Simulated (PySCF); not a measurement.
(1-methylcyclopropyl)methanol (C₅H₁₀O), SMILES OCC1(CC1)C. Atoms are numbered in the order given.

```xyz
16

C     -1.1005    -1.5891     0.0000
C     -0.1487    -0.4111     0.0000
C     -0.8625     0.9275     0.0000
O      0.0762     1.9825     0.0000
C      1.1500    -0.5258    -0.7560
C      1.1500    -0.5258     0.7560
H     -1.7508    -1.5786    -0.8917
H     -1.7508    -1.5786     0.8917
H     -0.5503    -2.5422     0.0000
H     -1.5219     0.9754    -0.8926
H     -1.5219     0.9754     0.8926
H     -0.4026     2.8191     0.0000
H      1.5242     0.3729    -1.2515
H      1.3553    -1.4652    -1.2781
H      1.3553    -1.4652     1.2781
H      1.5242     0.3729     1.2515
```

Coordinates come from a B3LYP-D3(BJ)/def2-SVP optimisation. One conformer was computed; it need not be the lowest.

Computed with PySCF with HF/def2-TZVP.

Atomic charges (e):

```
atom  Löwdin    IAO  Mulliken
----  ------  -----  --------
C1     -0.24  -0.35     -0.36
C2     -0.29   0.03      0.18
C3     -0.27   0.04      0.04
O4     -0.06  -0.60     -0.54
C5     -0.19  -0.27     -0.28
C6     -0.19  -0.27     -0.28
H7      0.12   0.11      0.10
H8      0.12   0.11      0.10
H9      0.12   0.12      0.11
H10     0.11   0.09      0.07
H11     0.11   0.09      0.07
H12     0.18   0.36      0.33
H13     0.13   0.14      0.13
H14     0.12   0.12      0.10
H15     0.12   0.12      0.10
H16     0.13   0.14      0.13
```

Computed Mayer and Wiberg (Löwdin basis) orders of the bonds:
| bond | Mayer | Wiberg |
|---|---|---|
| C1–C2 | 0.96 | 1.19 |
| C2–C3 | 0.97 | 1.14 |
| C3–O4 | 0.99 | 1.54 |
| C2–C5 | 0.94 | 1.17 |
| C2–C6 | 0.94 | 1.17 |
| C5–C6 | 0.99 | 1.25 |
| C1–H7 | 0.99 | 0.90 |
| C1–H8 | 0.99 | 0.90 |
| C1–H9 | 0.98 | 0.90 |
| C3–H10 | 0.98 | 0.88 |
| C3–H11 | 0.98 | 0.88 |
| O4–H12 | 0.89 | 1.02 |
| C5–H13 | 0.97 | 0.87 |
| C5–H14 | 0.98 | 0.88 |
| C6–H15 | 0.98 | 0.88 |
| C6–H16 | 0.97 | 0.87 |
